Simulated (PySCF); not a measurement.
Predicted microwave data (PBE0/pcSseg-1 in PySCF (dipole) on a GFN2-xTB geometry, gas phase) for one isomer of C8H12NP:

| Property | Result |
| --- | --- |
| Rotational constants | A = 1692, B = 1093, C = 721.6 MHz |
| Dipole components | \|μa\| = 0.80 D, \|μb\| = 1.49 D, \|μc\| = 0.36 D |
| Inertial defect | -60.73 u·Å² |
| κ | -0.24 |

Question: Which candidate fits, each taken in the one conformer that was computed?
A. `Cc1c(pccc1)N(C)C`
B. `[CH3:1][CH2:2][P:3]([CH3:4])[c:5]1[cH:6][cH:7][cH:8][n:9][cH:10]1` with C1–C2–P3–C4 172°, C2–P3–C5–C6 -129°
C. `[CH3:1][c:2]1[cH:3][p:4][cH:5][n:6]1[CH:7]1[CH2:8][CH2:9][CH2:10]1` with C5–N6–C7–C8 18°, N6–C7–C8–C9 137°, C7–C8–C9–C10 -16°, C8–C9–C10–C7 16°, N6–C7–C10–C9 -137°

Answer: A. It is Cc1cccpc1N(C)C, an asymmetric top, point group C1. The candidates at the same level (rigid rotor, commonest isotopes):

```tsv
SMILES	A (MHz)	B (MHz)	C (MHz)	μa (D)	μb (D)	μc (D)	Δ (u·Å²)	point group	rotor
Cc1cpcn1C1CCC1	2196	829.0	634.7	4.18	1.44	0.50	-43.57	C1	asymmetric top
CCP(C)c1cccnc1	1890	770.9	714.9	0.59	0.12	0.77	-216.09	C1	near-prolate asymmetric top
Cc1cccpc1N(C)C	1692	1093	721.6	0.80	1.49	0.36	-60.73	C1	asymmetric top
```

`CCP(C)c1cccnc1` has B 29 % too low; `Cc1cpcn1C1CCC1` has A 30 % too high. No structure here is proved a minimum.
